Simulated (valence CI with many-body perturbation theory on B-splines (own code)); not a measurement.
**Se28+ in three bases**

Computed by relativistic CI+MBPT: four valence electrons over a frozen Dirac-Fock core [He], a basis of 9 s, 9 p, 8 d, 6 f, 3 g, 1 h functions for each j, with the one-electron correlation potential Σ1 (screened to all orders), the two-electron term Σ2, the three-electron term Σ3, Breit, model QED; selected single and double excitations, second order for the rest, scaled by the run's own slope (own B-spline code, finite nucleus).

No measured spectrum was set against this ion. As an estimate, large intervals hold to a few tenths of a per cent, small ones and those within an open d or f shell to about a per cent. Among the levels kept, up to 520 cm⁻¹ of a level comes from second order outside the variational space, and about a tenth of that is noise between levels of different J, which matters for small intervals.

The reference run has the lowest level (2s^2 2p1/2^2) J=0 and an ionisation energy of 3150.87 eV. Its largest variational space holds 25850 state functions.

Levels are named by their leading jj configuration (3d3/2^4 stands for four electrons in 3d with j = 3/2), which in mixed levels can hold well under half, so a name can repeat and another be missing. Letters in brackets count levels of one name in rising energy.

Changed runs:
A. basis 6 s, 6 p, 5 d, 3 f, 1 g
B. basis 5 s, 5 p, 4 d, 2 f

Excitation energies of the reference run in cm⁻¹, and shifts in cm⁻¹:

```tsv
Level	Reference	A	B
(2s^2 2p1/2 2p3/2) J=1	298614	-40	-138
(2s^2 2p1/2 2p3/2) J=2	373861	+48	+111
(2s^2 2p3/2^2) J=2	729248	+49	+121
(2s^2 2p3/2^2) J=0	908549	+126	+413
(2s 2p1/2^2 2p3/2) J=2	996982	-228	-718
(2s 2p1/2^2 2p3/2) J=1	1342800	+72	+254
(2s 2p1/2 2p3/2^2) J=2 [a]	1413510	+4.4	+26
(2s 2p1/2 2p3/2^2) J=3	1519790	+56	+137
(2s 2p1/2 2p3/2^2) J=0	1677900	+76	+291
(2s 2p1/2 2p3/2^2) J=1 [a]	1714450	+72	+260
(2s 2p1/2 2p3/2^2) J=2 [b]	1770900	+117	+375
(2s 2p1/2 2p3/2^2) J=1 [b]	1873550	+142	+497
Ionisation energy (eV)	3150.87	-0.021	-0.08
```
